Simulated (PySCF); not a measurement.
# Electronic structure of Tm (thulium, neutral) at the UHF level

Configuration: [Xe] 4f13 6s1 6p1, one real determinant (an excited configuration). Computed with PySCF 2.14 in ANO-RCC-VTZP (8s7p5d3f2g1h, 104 functions), with the spin-free X2C one-electron Hamiltonian (Gaussian nucleus).

```json
{"Total energy": "-13561.716031 hartree", "One-electron energy": "-18618.5194 hartree", "Hartree (Coulomb) energy": "5342.0202 hartree", "Exchange energy": "-285.2168 hartree", "⟨S²⟩": "3.7511", "⟨L²⟩": "14.065", "Sum of ⟨r⟩": "45.50 bohr", "Sum of ⟨r²⟩": "92.12 bohr²", "Traceless quadrupole moment −½Σ⟨3z² − r²⟩ along its main axis": "-15.5 e·bohr²", "Langevin diamagnetic susceptibility": "-73.0 ×10⁻⁶ cm³/mol"}
```

```csv
shell,electrons,mean orbital energy (eV),spread (eV),"rms radius, mean of both spins (bohr)"
1s α,1,-59679.2,0,0.0227
1s β,1,-59679.1,0,0.0227
2s α,1,-10200.0,0,0.0918
2s β,1,-10200.0,0,0.0918
2p α,3,-9022.0,0.288,0.0829
2p β,3,-9022.0,0.243,0.0829
3s α,1,-2349.1,0,0.235
3s β,1,-2348.3,0,0.235
3p α,3,-1984.0,1.625,0.236
3p β,3,-1983.1,0.762,0.236
3d α,5,-1521.8,1.570,0.216
3d β,5,-1520.8,0.725,0.216
4s α,1,-491.74,0,0.530
4s β,1,-489.65,0,0.530
4p α,3,-368.97,2.590,0.564
4p β,3,-366.73,0.487,0.564
4d α,5,-200.98,2.907,0.619
4d β,5,-198.12,2.759,0.619
5s α,1,-66.284,0,1.34
5s β,1,-65.363,0,1.34
5p α,3,-35.027,0.983,1.59
5p β,3,-34.387,0.191,1.59
4f α,7,-15.565,2.983,0.889
4f β,6,-14.121,2.045,0.889
6s α,1,-7.149,0,4.45
6p α,1,-3.912,0,6.01
```

⟨L²⟩ = 14.07 against 20 for a pure G term, so this real determinant mixes terms. Spin-orbit coupling, absent here, splits the open shell strongly.

Densities and radii are taken from the X2C orbitals without a picture-change correction, which distorts them close to the nucleus.

Spin-orbit constants ζ (cm⁻¹) from the X2C one-electron operator on these orbitals: bare nucleus, nucleus screened by l(l+1)(2l+1)/3 electrons, and screened by the Breit-Pauli mean field of the electrons.

```
shell     bare  screened nucleus  mean field
   2p  5040000           4894000         n/a
   3p  1076000           1044000         n/a
   3d   167700            143400         n/a
   4p   237500            230600         n/a
   4d    31330             26790         n/a
   4f     4707              2797         n/a
   5p    27680             26880         n/a
   6p     1296              1258         n/a
```

To first order the Landé constant is A = -594.4 cm⁻¹, so the lowest level has J = 11/2 and lies 0.442 eV below the centre of the term. This holds in LS coupling only.
